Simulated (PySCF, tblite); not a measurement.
Compound: C₇H₁₆Si.
Geometry (GFN2-xTB, Å), atoms numbered from 1 in this order:
```
atom  x, y, z in Å
C1    -2.4536    0.7141   -0.3042
C2    -1.8785   -0.6986   -0.2944
C3    -0.4419   -0.7125   -0.7582
C4     0.4631   -1.8576   -0.4347
C5     0.7198   -0.5021    0.1797
Si6    0.4559   -0.3135    2.0424
C7     1.8899    0.2834   -0.3862
C8     1.6656    1.7873   -0.2805
H9    -2.4106    1.1352   -1.3070
H10   -3.4915    0.7078    0.0211
H11   -1.8854    1.3579    0.3627
H12   -1.9464   -1.1132    0.7127
H13   -2.4738   -1.3348   -0.9572
H14   -0.3248   -0.2822   -1.7493
H15    1.1421   -2.2145   -1.1967
H16    0.0778   -2.6448    0.1970
H17    1.7696   -0.1618    2.6739
H18   -0.3654    0.8590    2.3583
H19   -0.1905   -1.5082    2.5929
H20    2.0393    0.0174   -1.4370
H21    2.8036    0.0156    0.1514
H22    0.7487    2.0687   -0.7939
H23    1.5816    2.0861    0.7622
H24    2.4939    2.3310   -0.7302
```

Computed with PBE0/pcSseg-1 in PySCF (dipole) on a GFN2-xTB geometry, gas phase.

Take the most abundant isotopes and a rigid rotor. The values belong to one conformer with, in the numbering `[CH3:1][CH2:2][C@@H:3]1[CH2:4][C@@:5]1([SiH3:6])[CH2:7][CH3:8]`, C1–C2–C3–C4 160°, C4–C5–C7–C8 150°.

Give the principal moments of inertia and the rotational constants in cm⁻¹.

Ia = 279.71, Ib = 401.05, Ic = 433.03 u·Å²; 505379 MHz·u·Å²/I gives 1807, 1260 and 1167 MHz, that is A = 0.06027, B = 0.04203, C = 0.03893 cm⁻¹.

Classify the top.

An asymmetric top: κ = (2 × 1260 − 1807 − 1167)/(1807 − 1167) = -0.71.

Is it planar, by Δ = Ic − Ia − Ib?

Not planar: Δ = Ic − Ia − Ib = -247.73 u·Å². For a rigid frame Δ = −2 Σ m c², so Σ m c² = 123.86 u·Å² lies off the ab plane: 32.10 from hydrogen and 91.76 from heavier atoms. The atom farthest from that plane is 2.70 Å away.

Which lines would a microwave search look for?

The dipole components are |μa| = 0.20 D, |μb| = 0.66 D, |μc| = 0.38 D. Intensities carry the squares of the components, which stand as 0.10 : 1.00 : 0.32 (a : b : c). Some lines, for components of 0.1 D or more:

```tsv
type	branch	J(Ka,Kc)	MHz	lower level (cm⁻¹)
c	Q	2(1,2) ← 2(0,2)	464	0.243
c	Q	1(1,1) ← 1(0,1)	547	0.081
b	Q	1(1,0) ← 1(0,1)	640	0.081
b	Q	2(1,1) ← 2(0,2)	744	0.243
c	Q	2(2,1) ← 2(1,1)	1640	0.267
b	Q	2(2,0) ← 2(1,1)	1651	0.267
b	Q	2(2,1) ← 2(1,2)	1919	0.258
a	R	1(0,1) ← 0(0,0)	2427	0.000
b	R	1(1,1) ← 0(0,0)	2974	0.000
c	R	1(1,0) ← 0(0,0)	3067	0.000
b	R	2(0,2) ← 1(1,1)	4297	0.099
a	R	2(1,2) ← 1(1,1)	4761	0.099
a	R	2(0,2) ← 1(0,1)	4844	0.081
a	R	2(1,1) ← 1(1,0)	4947	0.102
b	R	2(1,2) ← 1(0,1)	5308	0.081
c	R	2(1,1) ← 1(0,1)	5587	0.081
b	R	2(2,1) ← 1(1,0)	6587	0.102
c	R	2(2,0) ← 1(1,0)	6598	0.102
c	R	2(2,1) ← 1(1,1)	6681	0.099
b	R	2(2,0) ← 1(1,1)	6691	0.099
```

Estimate the classical rotational partition function at 10 K, 50 K and 200 K.

Point group C1, symmetry number σ = 1; q = (√π/σ)·√((kT/h)³/(ABC)), k/h = 20836.6 MHz/K: 3270 at 10 K, 36600 at 50 K, 293000 at 200 K.

Its GFN2-xTB frequencies are all real (lowest 75 cm⁻¹). Constants of a rigid frame at the computed geometry: no zero-point averaging, no centrifugal distortion. A rigid rotor knows nothing of internal rotation, which can split or shift real lines.
